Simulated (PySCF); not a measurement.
H3Sb, SMILES [SbH3+], charge +1, multiplicity 2.

Geometry optimised at PBE0-D3(BJ)/def2-TZVPD. The def2 effective core potentials stand for the cores of Sb; spin–orbit coupling is left out.

Two levels are set side by side: PBE/def2-TZVPD (PySCF) and ωB97X/def2-TZVPD (PySCF). Same geometry, gas phase. Differences are taken from unrounded values.

```json
[
 {"quantity": "α-spin orbital gap (eV)", "ωB97X": "12.02"},
 {"quantity": "β-spin orbital gap (eV)", "ωB97X": "10.26"},
 {"quantity": "mean polarisability (bohr³)", "ωB97X": "31.9"}
]
```

### Question
What does PBE give, and how far is it from ωB97X? (An estimate is asked for; the answer gives what the named calculation found.)

### Answer

```json
[
 {"quantity": "α-spin orbital gap (eV)", "PBE": "5.58", "PBE minus ωB97X": "-6.45"},
 {"quantity": "β-spin orbital gap (eV)", "PBE": "4.00", "PBE minus ωB97X": "-6.26"},
 {"quantity": "mean polarisability (bohr³)", "PBE": "32.6", "PBE minus ωB97X": "0.6"}
]
```

Rough cost on one machine, each run with all the roots and properties that it gave: ωB97X against PBE within a factor of 2.
